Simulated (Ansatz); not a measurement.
`C[SiH2]OB[SiH3]` + `CC(=N)[SiH3]` → `C/C([SiH3])=N\[SiH3]` + `BO[SiH2]C`  (cleavage of the Si–B bond)

Program: Ansatz. Geometries: PBE0-D4/def2-TZVP. ΔE: electronic, gas phase. CCSD(T)/CBS is the MP2 limit (def2-TZVPP, def2-QZVPP) plus CCSD(T) − MP2 in def2-TZVPP, frozen cores. DFT in def2-TZVPP. B3LYP here is the variant with VWN-RPA as its local correlation; programs differ in this. One conformer a species, not always the lowest.

`C[SiH2]OB[SiH3]`:

Cartesian coordinates in Å:
```
C -1.358 -2.051 -0.297
Si -0.897 -1.005 1.166
O 0.065 0.289 0.745
B 0.582 0.737 -0.413
Si 1.735 2.409 -0.455
H -0.475 -2.470 -0.785
H -1.919 -1.478 -1.039
H -1.987 -2.882 0.036
H -0.125 -1.789 2.162
H -2.102 -0.432 1.816
H 0.353 0.131 -1.435
H 1.926 3.040 0.880
H 3.078 2.082 -1.015
H 1.124 3.420 -1.367
```

`CC(=N)[SiH3]`:

Cartesian coordinates in Å:
```
C 0.078 0.164 1.533
C -0.515 0.061 0.161
N -1.777 0.153 0.030
Si 0.660 -0.201 -1.310
H 0.639 -0.744 1.778
H -0.710 0.313 2.272
H 0.788 0.996 1.584
H -2.059 0.067 -0.948
H -0.164 -0.275 -2.545
H 1.434 -1.460 -1.141
H 1.626 0.926 -1.412
```

`C/C([SiH3])=N\[SiH3]`:

Cartesian coordinates in Å:
```
C 1.336 -0.514 -0.590
C 0.252 0.297 0.056
Si 0.632 2.048 0.723
N -0.951 -0.058 0.228
Si -1.851 -1.491 -0.149
H 1.744 0.028 -1.450
H 0.982 -1.493 -0.916
H 2.169 -0.646 0.109
H 2.040 2.451 0.446
H 0.410 2.048 2.191
H -0.290 3.010 0.072
H -2.385 -2.009 1.135
H -2.972 -1.072 -1.026
H -1.117 -2.601 -0.830
```

`BO[SiH2]C`:

```xyz
11

B     0.442    2.186    0.364
O     0.183    1.110   -0.400
Si    0.561   -0.502   -0.236
C    -1.013   -1.482   -0.183
H     1.066    2.066    1.387
H     0.033    3.252   -0.004
H     1.382   -0.872   -1.416
H     1.360   -0.689    1.005
H    -0.792   -2.551   -0.120
H    -1.616   -1.208    0.686
H    -1.608   -1.310   -1.083
```

CCSD(T)/CBS gives -11.5 kcal/mol.

Q: Another level gave -11.8 kcal/mol. Which?
A. B3LYP/def2-TZVPP
B. PBE/def2-TZVPP
C. PBE0/def2-TZVPP
D. MP2/def2-TZVPP

A: A. B3LYP -11.8, MP2/def2-TZVPP -13.6, PBE0 -9.3, PBE -8.2 kcal/mol.

Largest T1 diagnostic among the species: 0.013.

From PBE to PBE0 (25 % exact exchange), in def2-TZVPP and without D4, ΔE moves by −1.1 kcal/mol. In def2-TZVPP, CCSD(T) changes the Hartree–Fock value by +3.7 kcal/mol (the triples alone add +0.2 kcal/mol) and MP2 by +1.1 kcal/mol. The D4 term adds −0.8 kcal/mol with B3LYP and −0.4 kcal/mol with PBE0; it sums over pairs of atoms, weighted by their polarisabilities, and B3LYP, whose exchange is more repulsive, gets the larger term.
